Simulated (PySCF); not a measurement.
A species of formula C6H10FNO has this rotational fingerprint, computed with PBE0/pcSseg-1 in PySCF (dipole) on a GFN2-xTB geometry, gas phase:

- Rotational constants: A = 2288, B = 1597, C = 1067 MHz
- Dipole components: |μa| = 0.03 D, |μb| = 3.17 D, |μc| = 1.99 D
- Inertial defect: -63.67 u·Å²
- κ: -0.13

Question: Which structure is it? (One computed conformer of each.)
A. `[CH2:1]=[CH:2][CH2:3][C@@H:4]([F:5])[C:6](=[O:7])[NH:8][CH3:9]` with C1–C2–C3–C4 115°, C2–C3–C4–F5 68°, C3–C4–C6–O7 62°, C4–C6–N8–C9 180°
B. `[CH3:1]/[C:2]([F:3])=[CH:4]\[C:5](=[O:6])[N:7]([CH3:8])[CH3:9]` with C2–C4–C5–O6 -23°, C4–C5–N7–C8 174°
C. `[CH3:1][C:2](=[O:3])[NH:4]/[CH:5]=[C:6](/[CH3:7])[CH2:8][F:9]` with C1–C2–N4–C5 180°, C2–N4–C5–C6 180°, C5–C6–C8–F9 23°
D. `[CH3:1][NH:2][C:3](=[O:4])[C@H:5]([F:6])[CH:7]1[CH2:8][CH2:9]1` with C1–N2–C3–O4 1°, N2–C3–C5–F6 14°, C3–C5–C7–C8 89°
E. `[CH3:1][C@@H:2]1[C:3](=[O:4])[N:5]([CH3:6])[CH2:7][C@@H:8]1[F:9]` with C1–C2–C3–O4 42°, C2–C3–N5–C6 -178°, C3–N5–C7–C8 14°, N5–C7–C8–F9 97°
F. `[CH2:1]=[CH:2][C@@H:3]([CH2:4][F:5])[C:6](=[O:7])[NH:8][CH3:9]` with C1–C2–C3–C4 127°, C2–C3–C4–F5 -68°, C2–C3–C6–O7 -127°, C3–C6–N8–C9 -179°

Answer: E. It is C[C@@H]1C(=O)N(C)C[C@@H]1F, an asymmetric top, point group C1. The candidates at the same level (rigid rotor, commonest isotopes):

```
                    SMILES  A (MHz)  B (MHz)  C (MHz)  μa (D)  μb (D)  μc (D)  Δ (u·Å²)  point group                        rotor
      CNC(=O)[C@H](F)C1CC1     3020     1007    954.8    0.16    2.05    1.22   -139.70           C1  near-prolate asymmetric top
C[C@@H]1C(=O)N(C)C[C@@H]1F     2288     1597     1067    0.03    3.17    1.99    -63.67           C1               asymmetric top
         CC(=O)N/C=C(/C)CF     2669    917.5    694.8    2.45    1.97    0.74    -12.87           C1               asymmetric top
      C=C[C@@H](CF)C(=O)NC     2382     1080    784.4    2.23    3.20    0.50    -35.85           C1               asymmetric top
       C/C(F)=C\C(=O)N(C)C     3205    926.0    743.8    1.74    2.13    0.91    -24.00           C1               asymmetric top
      C=CC[C@@H](F)C(=O)NC     3741    816.0    709.8    0.80    2.02    0.76    -42.41           C1  near-prolate asymmetric top
```

`C=C[C@@H](CF)C(=O)NC` has B 32 % too low; `C=CC[C@@H](F)C(=O)NC` has A 63 % too high; `C/C(F)=C\C(=O)N(C)C` has B 42 % too low; `CC(=O)N/C=C(/C)CF` has B 43 % too low; `CNC(=O)[C@H](F)C1CC1` has B 37 % too low. No structure here is proved a minimum.
